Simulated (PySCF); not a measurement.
Harmonic spectrum computed at PBE0 in the def2-SVPD basis family (core potentials from Rb on, PySCF, no spin–orbit coupling):

```json
{"symmetry": "a1", "ω (cm⁻¹)": "176", "IR (km/mol)": "2.7"}
{"symmetry": "b2", "ω (cm⁻¹)": "448", "IR (km/mol)": "138"}
{"symmetry": "a1", "ω (cm⁻¹)": "448", "IR (km/mol)": "3.6"}
```

Which molecule gave it? In each, all ligands are bound to the one heavy central atom.
A. NiS₂⁻ (quartet)
B. CuS₂⁻ (triplet)
C. ZrS₂⁻ (doublet)
D. SeS₂⁻ (doublet)

D. It has C2v symmetry with Se–S 2.138 Å (×2).
